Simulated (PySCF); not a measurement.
NbO2I: breathing scan

Computed with PBE in PySCF with Nb def2-SVP with ECP28, O def2-SVP, I def2-SVP with ECP28; scalar-relativistic core potentials, no spin–orbit coupling; density-fitted integrals.

Rigid scan from the singlet minimum (Nb–I 2.700 Å, Nb–O 1.720 Å (×2); I–Nb–O 111.7° (×2), O–Nb–O 105.6°). Coordinate: all bonds to the central atom scaled together. Energies in kJ/mol from the minimum.

```
scale of all bonds to the centre  E (kJ/mol)  dipole size (D)
                            0.88       391.3             3.80
                            0.92       153.5             4.01
                            0.96        33.9             4.22
                            1.00         0.0             4.41
                            1.04        26.7             4.58
                            1.08        95.3             4.72
                            1.14       246.4             4.88
                            1.22       489.9             5.03
                            1.35       891.5             5.17
```

At long bonds a restricted determinant can lie too high, and another spin state can fall below this curve.

Other isomers or separated fragments may lie lower.
